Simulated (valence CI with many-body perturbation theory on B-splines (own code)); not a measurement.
**Which ion has this spectrum?**

A relativistic CI+MBPT calculation for an atom or ion with 15 electrons gives these levels (cm⁻¹):

| J | Parity | E | g |
| --- | --- | --- | --- |
| 3/2 | odd | 0 | 1.67 |
| 3/2 | odd | 97294 | 1.21 |
| 5/2 | odd | 131651 | 1.20 |
| 1/2 | odd | 181490 | 0.66 |
| 3/2 | odd | 269347 | 1.25 |
| 5/2 | even | 576165 | 1.56 |
| 3/2 | even | 640016 | 1.57 |
| 1/2 | even | 654069 | 2.54 |
| 3/2 | even | 717058 | 1.04 |
| 5/2 | even | 753285 | 1.23 |
| 3/2 | even | 781814 | 0.69 |
| 3/2 | even | 810047 | 1.08 |
| 5/2 | even | 811457 | 1.14 |
| 1/2 | even | 815195 | 1.10 |

The energies are calculated, with errors of perhaps 400 cm⁻¹, more in some levels.

Problem. Which is it?
A. Kr21+
B. Y24+
C. Sr23+
D. Br20+

Solution. C. Sr23+, ground level 3s2.3p3 4S°_3/2.
